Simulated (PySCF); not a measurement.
# How methods differ on the ionisation energy of Ar²⁺

Ar²⁺ [Ne] 3s2 3p4 (3P) → Ar³⁺ [Ne] 3s2 3p3 (4S), as a difference of total energies. All numbers are calculated (PySCF 2.14, the non-relativistic Hamiltonian (point nucleus), in cc-pV(T+d)Z). Correlated levels: valence: [Ne] frozen. The calculations carry no spin-orbit coupling.

```tsv
method	ionisation energy (eV)
UHF	39.390
PBE	40.723
PBE0	40.724
MP2 (valence)	40.181
SCS-MP2 (valence)	40.265
CCSD (valence)	40.292
CCSD(T) (valence)	40.318
```

**Question.** How much does correlation contribute at CCSD(T) (valence)?

**Answer.** 40.318 − (39.390) = 0.928 eV, measured against UHF.

The reference lies between the lowest fine-structure levels, while these numbers refer to the centres of the terms.

Errors of the correlated levels include the incompleteness of this basis and the frozen core.

For comparison: 40.735 ± 0.012 eV (semi-empirical (NIST evaluation); NIST Atomic Spectra Database, ionization energies).
